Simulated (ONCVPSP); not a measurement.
Debugging a pseudopotential input (Nb (Z = 41), ONCVPSP 4.0.1)

Command:

```bash
oncvpsp.x < Nb.dat > Nb.out
```

Input:

```
# ATOM AND REFERENCE CONFIGURATION
# atsym  z   nc   nv     iexc    psfile
  Nb 41.00    6    3  -001012      upf
#
#   n    l    f
    1    0    2.00
    2    0    2.00
    2    1    6.00
    3    0    2.00
    3    1    6.00
    3    2   10.00
    4    0    2.00
    4    1    6.00
    4    2    3.00
#
# PSEUDOPOTENTIAL AND OPTIMIZATION
# lmax
    2
#
#   l,   rc,      ep,       ncon, nbas, qcut
    0    0.30    0.00    4    7    9.40
    1    1.25    0.00    4    7    6.90
    2    2.80    0.00    4    8    6.10
#
# LOCAL POTENTIAL
# lloc, lpopt,  rc(5),   dvloc0
    4    4    0.95    4.00
#
# VANDERBILT-KLEINMAN-BYLANDER PROJECTORs
# l, nproj, debl
    0    2    3.50
    1    1    2.70
    2    2    1.00
#
# MODEL CORE CHARGE
# icmod, fcfact, rcfact
    2    0.60    0.80
#
# LOG DERIVATIVE ANALYSIS
# epsh1, epsh2, depsh
   -4.00    5.00    0.02
#
# OUTPUT GRID
# rlmax, drl
    6.00    0.01
#
# TEST CONFIGURATIONS
# ncnf
    4
# nvcnf
#   n    l    f
    4
    4    0    2.00
    4    1    6.00
    4    2    4.00
    5    0    1.00
#
    3
    4    0    2.00
    4    1    6.00
    4    2    4.00
#
    3
    4    0    2.00
    4    1    6.00
    4    2    2.00
#
    4
    4    0    2.00
    4    1    6.00
    4    2    4.00
    5    0    0.50
#
```

This is an input that runs to its end, with one change: rc of l = 0 set to 0.30 bohr.

**Question.** How does the run end?

**Answer.** The program refuses the input: "test_data: rc < rc(lloc) for l = 0. Not allowed.".

```
ONCVPSP  (Optimized Norm-Conservinng Vanderbilt PSeudopotential)
scalar-relativistic version 4.0.1

test_data: rc < rc(lloc) for l = 0.  Not allowed.
ERROR: test_data found   1 ERROR; stopping
```
